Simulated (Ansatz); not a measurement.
Start from `C[SiH2]C(F)BF` and change one atom or group to get `C[SiH2]C(N)F`.

Ansatz, PBE0-D4/def2-TZVP geometries, multiplicity 1. Each molecule was computed in one conformer, which needn't be the lowest.

| property | `C[SiH2]C(F)BF` |
| --- | --- |
| HOMO–LUMO gap (ωB97M-V/def2-TZVPP) / eV | 11.56 |
| HOMO–LUMO gap (PBE/def2-TZVPP) / eV | 4.91 |
| size of the dipole moment (B3LYP/def2-TZVPP) / D | 1.78 |
| HOMO–LUMO gap (B3LYP/def2-TZVPP) / eV | 6.90 |
| LUMO energy (ωB97M-V/def2-TZVPP) / eV | 0.98 |
| size of the dipole moment (PBE/def2-TZVPP) / D | 1.81 |

(1) Give the same properties after the change, and the shifts. (Best estimate.)

Answers

(1) Ansatz gave: 
| property | `C[SiH2]C(N)F` | shift |
| --- | --- | --- |
| HOMO–LUMO gap (ωB97M-V/def2-TZVPP) / eV | 12.29 | 0.73 |
| HOMO–LUMO gap (PBE/def2-TZVPP) / eV | 6.14 | 1.23 |
| size of the dipole moment (B3LYP/def2-TZVPP) / D | 1.41 | -0.37 |
| HOMO–LUMO gap (B3LYP/def2-TZVPP) / eV | 7.91 | 1.01 |
| LUMO energy (ωB97M-V/def2-TZVPP) / eV | 2.04 | 1.06 |
| size of the dipole moment (PBE/def2-TZVPP) / D | 1.44 | -0.37 |

With PBE0 the HOMO rises by 0.45 eV and the LUMO rises by 1.54 eV, so the gap widens by about 1.09 eV. PBE moves the HOMO by 0.47 eV and ωB97M-V by 0.33 eV. Dipoles are sizes alone; their direction can turn.

B3LYP here is the variant with VWN-RPA as its local correlation; programs differ in this.
